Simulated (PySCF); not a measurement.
TeCl₃, SMILES Cl[Te+](Cl)Cl, charge +1. Heavy atoms are numbered as in [Te+:1]([Cl:2])([Cl:3])[Cl:4].

Coordinates come from a B3LYP-D3(BJ)/def2-SVP optimisation. The multiplicity is an assumed one; other spin states were not compared. The isomer is the one that the SMILES or the coordinates give; other isomers of the formula were not compared. The def2 effective core potentials stand for the cores of Te; spin–orbit coupling is left out.

These are r2SCAN/def2-TZVPD (PySCF) values and carry that method's errors.

Mulliken values depend strongly on the basis, most of all with diffuse functions as here. ESP charges are fitted to the potential on shells at 1.4 to 2.0 van der Waals radii. Atomic charges (e), one atom of each kind:

```
atom  Mulliken  ESP fit
----  --------  -------
Te1       1.28        …
Cl2      -0.09        …
```

Question: Fill in the missing entries. (The exact figures need the calculation; the answer reports its results.)

Answer: 
- Te1, ESP fit: 0.81
- Cl2, ESP fit: 0.06
